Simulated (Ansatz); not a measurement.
Ge23H32, a nanocrystal cut from cubic germanium. Charge 0, multiplicity 1. Geometry PBE-D4/def2-SVP; atoms count from 1.

```xyz
55

Ge    4.5617    1.4152   -1.0305
Ge    0.1881   -2.8144   -3.9168
Ge   -1.3614   -3.9241    0.1482
Ge    3.2264    0.6541    2.7415
Ge    0.3073   -2.0189    3.2157
Ge    1.6230   -1.2229   -0.4504
Ge    0.7550    2.2559   -2.2012
Ge   -2.1325   -0.3637   -1.5629
Ge   -0.5264    1.5317    1.5713
Ge   -3.4370   -1.2715    2.1537
Ge   -4.1886    2.7067    0.2107
Ge    2.1484   -1.9682   -2.7267
Ge    3.6685   -0.2647    0.5146
Ge    2.9332    3.1639   -1.5579
Ge    0.7376   -2.9889    1.0014
Ge   -1.6820   -1.2390   -3.8116
Ge   -3.0054   -2.1245   -0.1015
Ge    2.3800   -1.1382    4.1782
Ge    1.5104    2.3953    2.6323
Ge   -1.3860   -0.2506    3.0205
Ge   -0.0547    0.5586   -0.6300
Ge   -3.7505    1.4594   -1.8469
Ge   -2.1032    3.3870    1.2907
H     5.8370    2.0688   -0.4177
H     4.9851    0.7050   -2.3501
H     0.5573   -3.0725   -5.4089
H    -0.2357   -4.1739   -3.2953
H    -1.9014   -4.9606    1.1811
H    -1.1370   -4.6669   -1.2003
H     4.5469    1.2394    3.3372
H    -0.2687   -3.1422    4.1382
H     0.8719    1.5907   -3.6048
H    -0.2915    3.4043   -2.3151
H    -3.8256   -2.4683    3.0765
H    -4.6197   -0.2593    2.1606
H    -5.0130    1.8287    1.1903
H    -5.0370    3.9710   -0.1184
H     3.2764   -3.0422   -2.6920
H     2.7067   -0.7319   -3.4937
H     4.7234   -1.4088    0.6630
H     3.4906    4.0423   -2.7189
H     2.7456    4.0863   -0.3204
H     1.8067   -4.1203    1.1376
H    -2.9725   -1.9179   -4.3623
H    -1.3632   -0.0262   -4.7363
H    -4.3241   -2.6920   -0.7169
H     3.4352   -2.2771    4.2967
H     2.0990   -0.5911    5.6096
H     1.1498    2.8549    4.0785
H     2.0304    3.6412    1.8569
H    -1.6489    0.3474    4.4402
H    -3.1634    2.4411   -2.9044
H    -5.0813    0.8914   -2.4244
H    -1.4002    4.4540    0.3988
H    -2.3910    4.0468    2.6723
```

Single mean-field runs in def2-SVP are fitted with def2-universal-jkfit.

Estimate the Mulliken populations of the heavy atoms from the PBE0/def2-SVP orbitals of Ansatz.


```tsv
atom	charge (e)
Ge1	0.09
Ge2	0.09
Ge3	0.10
Ge4	0.00
Ge5	-0.02
Ge6	-0.16
Ge7	0.11
Ge8	-0.16
Ge9	-0.15
Ge10	0.11
Ge11	0.08
Ge12	0.12
Ge13	0.01
Ge14	0.08
Ge15	0.03
Ge16	0.11
Ge17	0.01
Ge18	0.12
Ge19	0.11
Ge20	0.01
Ge21	-0.20
Ge22	0.12
Ge23	0.12
```
Mulliken values and Mayer orders depend strongly on the basis.

And the Mayer bond orders between bonded heavy atoms (over 0.3)?

Ge1–Ge13 0.92 (2.45 Å); Ge1–Ge14 0.93 (2.45 Å); Ge2–Ge12 0.93 (2.44 Å); Ge2–Ge16 0.93 (2.45 Å); Ge3–Ge15 0.92 (2.45 Å); Ge3–Ge17 0.93 (2.45 Å); Ge4–Ge13 0.91 (2.45 Å); Ge4–Ge18 0.93 (2.45 Å); Ge4–Ge19 0.92 (2.45 Å); Ge5–Ge15 0.92 (2.46 Å); Ge5–Ge18 0.92 (2.45 Å); Ge5–Ge20 0.92 (2.46 Å); Ge6–Ge12 0.90 (2.45 Å); Ge6–Ge13 0.91 (2.46 Å); Ge6–Ge15 0.91 (2.45 Å); Ge6–Ge21 0.92 (2.45 Å); Ge7–Ge14 0.93 (2.45 Å); Ge7–Ge21 0.90 (2.45 Å); Ge8–Ge16 0.91 (2.45 Å); Ge8–Ge17 0.91 (2.45 Å); Ge8–Ge21 0.92 (2.46 Å); Ge8–Ge22 0.91 (2.45 Å); Ge9–Ge19 0.91 (2.45 Å); Ge9–Ge20 0.91 (2.45 Å); Ge9–Ge21 0.92 (2.45 Å); Ge9–Ge23 0.91 (2.45 Å); Ge10–Ge17 0.93 (2.45 Å); Ge10–Ge20 0.92 (2.45 Å); Ge11–Ge22 0.93 (2.45 Å); Ge11–Ge23 0.93 (2.45 Å).
